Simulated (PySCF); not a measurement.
Isomers of C11H14, mass 146.110 u with the commonest isotopes. Method used: PySCF 2.14.0, PBE0-D3(BJ)/def2-SVP geometry optimisation, gas phase. One conformer each, none proved a minimum here; rigid rotors.

**Question.** Order these by radius of gyration √(Σ m r²/M), smallest first.
A. `[CH3:1][CH2:2][CH2:3]/[CH:4]=[CH:5]\[c:6]1[cH:7][cH:8][cH:9][cH:10][cH:11]1` with C1–C2–C3–C4 180°, C2–C3–C4–C5 -139°, C4–C5–C6–C7 145°
B. `C([C@@H]1C[C@@H]2CC[C@]1(C=C2)C)#C`
C. `[CH3:1][CH2:2][C@@H:3]1[CH2:4][CH2:5][c:6]2[cH:7][cH:8][cH:9][cH:10][c:11]21` with C1–C2–C3–C4 -62°, C2–C3–C4–C5 -154°, C3–C4–C5–C6 28°, C4–C5–C6–C7 163°, C2–C3–C11–C10 -38°
D. `[CH3:1][CH2:2][CH2:3][C@@:4]12[CH:5]=[CH:6][C@@H:7]([CH:8]=[CH:9]1)[CH:10]=[CH:11]2` with C1–C2–C3–C4 180°, C2–C3–C4–C5 -61°
E. `[CH2:1]=[C:2]([CH2:3][CH2:4][CH3:5])[c:6]1[cH:7][cH:8][cH:9][cH:10][cH:11]1` with C1–C2–C3–C4 117°, C2–C3–C4–C5 179°, C1–C2–C6–C7 -36° (2-phenyl-1-pentene)

**Answer.** B (2.097 Å), D (2.340 Å), C (2.404 Å), E (2.546 Å), A (2.808 Å).

**Question.** Order these by rotational constant A, smallest first.
A. `[CH3:1][CH2:2][C@@H:3]1[CH2:4][CH2:5][c:6]2[cH:7][cH:8][cH:9][cH:10][c:11]21` with C1–C2–C3–C4 -62°, C2–C3–C4–C5 -154°, C3–C4–C5–C6 28°, C4–C5–C6–C7 163°, C2–C3–C11–C10 -38° (1-ethylindane)
B. `[CH2:1]=[C:2]([CH2:3][CH2:4][CH3:5])[c:6]1[cH:7][cH:8][cH:9][cH:10][cH:11]1` with C1–C2–C3–C4 117°, C2–C3–C4–C5 179°, C1–C2–C6–C7 -36°
C. `[CH3:1][CH2:2][CH2:3]/[CH:4]=[CH:5]\[c:6]1[cH:7][cH:8][cH:9][cH:10][cH:11]1` with C1–C2–C3–C4 180°, C2–C3–C4–C5 -139°, C4–C5–C6–C7 145°
D. `[CH3:1][CH2:2][CH2:3][C@@:4]12[CH:5]=[CH:6][C@@H:7]([CH:8]=[CH:9]1)[CH:10]=[CH:11]2` with C1–C2–C3–C4 180°, C2–C3–C4–C5 -61°
E. `C#C[C@@H]1C[C@H]2C=C[C@]1(C)CC2`

**Answer.** E (1726 MHz), B (1822 MHz), A (2197 MHz), C (2294 MHz), D (2594 MHz).

**Question.** Order these by dipole moment, largest first.
A. `C#C[C@@H]1C[C@H]2C=C[C@]1(C)CC2`
B. `[CH3:1][CH2:2][CH2:3][C@@:4]12[CH:5]=[CH:6][C@@H:7]([CH:8]=[CH:9]1)[CH:10]=[CH:11]2` with C1–C2–C3–C4 180°, C2–C3–C4–C5 -61°
C. `[CH3:1][CH2:2][CH2:3]/[CH:4]=[CH:5]\[c:6]1[cH:7][cH:8][cH:9][cH:10][cH:11]1` with C1–C2–C3–C4 180°, C2–C3–C4–C5 -139°, C4–C5–C6–C7 145°

**Answer.** A (0.56 D), C (0.43 D), B (0.10 D).

| SMILES | point group | Ia (u·Å²) | Ib (u·Å²) | Ic (u·Å²) | κ | μa (D) | μb (D) | μc (D) |
| --- | --- | --- | --- | --- | --- | --- | --- | --- |
| C#C[C@@H]1C[C@H]2C=C[C@]1(C)CC2 | C1 | 292.77 | 451.49 | 540.49 | -0.53 | 0.56 | 0.04 | 0.03 |
| CCCC12C=CC(C=C1)C=C2 | Cs | 194.84 | 697.44 | 707.94 | -0.99 | 0.10 | 0.02 | 0.00 |
| CCC/C=C\c1ccccc1 | C1 | 220.33 | 980.95 | 1103.16 | -0.94 | 0.37 | 0.20 | 0.07 |
| CC[C@@H]1CCc2ccccc21 | C1 | 230.00 | 627.96 | 830.85 | -0.75 | 0.54 | 0.25 | 0.09 |
| C=C(CCC)c1ccccc1 | C1 | 277.44 | 731.01 | 885.99 | -0.81 | 0.15 | 0.36 | 0.11 |
